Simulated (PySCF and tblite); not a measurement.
Results of a calculation; reference values are marked as such.
**C₆H₆O₃, numbered as in [CH3:1][O:2][C:3](=[O:4])[c:5]1[cH:6][cH:7][o:8][cH:9]1: conformational analysis**

The ensemble was built from 90 distance-geometry starts (ETKDG and KDG, MMFF94s, GFN2-xTB) and rests on GFN2-xTB geometries. Free energies are B3LYP-D3(BJ)/def2-SVP (IEF-PCM, chloroform) single points with GFN2-xTB rigid-rotor and vibrational terms (modes under about 100 cm⁻¹ blended into free rotors). Symmetry numbers and mirror images are counted. Conformers within 3 kcal/mol (GFN2-xTB free energy) were kept, 10 at most. GIAO shieldings: B97-2/pcSseg-1 (IEF-PCM, chloroform). Shifts are against TMS (¹H), TMS (¹³C) at the same level. (PySCF 2.14, tblite 0.8.)

Torsions listed: C1–O2–C3–O4, O2–C3–C5–C6.

```json
{"conformer": "1", "shape": "0°, 180°", "symmetry": "Cs", "E(GFN2) kcal/mol": "0.24", "E(DFT) kcal/mol": "0.00", "G(298.15 K) kcal/mol": "0.00", "weight %": "58.7", "dipole D": "1.86"}
{"conformer": "2", "shape": "0°, 0°", "symmetry": "Cs", "E(GFN2) kcal/mol": "0.00", "E(DFT) kcal/mol": "0.17", "G(298.15 K) kcal/mol": "0.21", "weight %": "41.3", "dipole D": "2.34"}
```

Weights (%) against temperature:

| T (K) | 1 | 2 | S(mix) cal/mol/K |
| --- | --- | --- | --- |
| 180 | 64.0 | 36.0 | 1.30 |
| 230 | 61.1 | 38.9 | 1.33 |
| 298.15 | 58.7 | 41.3 | 1.35 |
| 330 | 57.9 | 42.1 | 1.35 |
| 400 | 56.7 | 43.3 | 1.36 |

Averaged shifts at 298.15 K. ¹H: 8.26 (H9, 1H), 7.67 (H7, 1H), 7.18 (H6, 1H), 4.15 (H1, 3H) ppm. ¹³C: 168.8 (C3), 152.7 (C9), 146.6 (C7), 124.1 (C5), 116.6 (C6), 54.5 (C1) ppm.

Coordinates of conformer 1 (Å):

```xyz
15

C    -2.887    0.302   -0.208
O    -1.492    0.569   -0.216
C    -0.698   -0.482    0.056
O    -1.116   -1.587    0.295
C     0.720   -0.108    0.022
C     1.821   -0.980    0.265
C     2.932   -0.213    0.130
O     2.601    1.057   -0.177
C     1.272    1.119   -0.241
H    -3.199   -0.058    0.774
H    -3.133   -0.458   -0.953
H    -3.377    1.243   -0.445
H     1.758   -2.021    0.503
H     3.975   -0.438    0.222
H     0.819    2.061   -0.477
```

The minima are those of GFN2-xTB; planar forms about aryl–S or allylic bonds may be saddles in DFT. Shifts are unscaled: against experiment ¹³C can be off by 15 ppm or more and ¹H by 0.8 ppm.

Search and properties took 2.1 min on 1 thread of Arm Neoverse N1, on a host shared with other jobs (rough), launched as `OMP_NUM_THREADS=1 python ens_run.py task.json out`.


Conformer gaps in def2-SVP on xTB geometries can be 2 kcal/mol too large for S=O, P=O and other polar bonds.